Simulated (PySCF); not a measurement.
An equivalent PySCF input for Cl⁺ (chlorine, charge +1), [Ne] 3s2 3p4, high-spin 3P determinant, with the spin-free X2C one-electron Hamiltonian (Gaussian nucleus):

```python
from pyscf import gto, scf, dft, mp, cc
import basis_set_exchange as bse
mol = gto.M(atom="Cl 0 0 0", charge=1, spin=2, symmetry="D2h",
            basis=gto.basis.parse(bse.get_basis("x2c-SVPall", elements=["Cl"], fmt="nwchem", header=False)),
            nucmod="G")
mf = scf.UHF(mol).sfx2c1e()
mf.irrep_nelec = {'Ag': (3, 3), 'B1u': (2, 1), 'B2u': (2, 2), 'B3u': (2, 1)}
mf.kernel()
```

It reaches the same state as the run whose output follows, and the same energy. The run itself started from symmetry-adapted Hartree-Fock orbitals and held the occupation by maximum overlap, so the iterations belong to that start.

```
SCF conv_tol = 1e-09
number electrons alpha = 9  beta = 7
cycle= 1 E= -460.279643523972  delta_E= -0.00374  |g|= 0.0241  |ddm|= 0.0555
cycle= 2 E= -460.280015177959  delta_E= -0.000372  |g|= 0.0078  |ddm|= 0.0178
cycle= 3 E= -460.280060055687  delta_E= -4.49e-05  |g|= 0.000512  |ddm|= 0.00886
cycle= 4 E= -460.280060315148  delta_E= -2.59e-07  |g|= 5.55e-05  |ddm|= 0.0011
cycle= 5 E= -460.280060317992  delta_E= -2.84e-09  |g|= 1.42e-05  |ddm|= 0.000144
cycle= 6 E= -460.280060318186  delta_E= -1.95e-10  |g|= 9.55e-07  |ddm|= 4.77e-05
converged SCF energy = -460.280060318186  <S^2> = 2.0061857  2S+1 = 3.004121
```
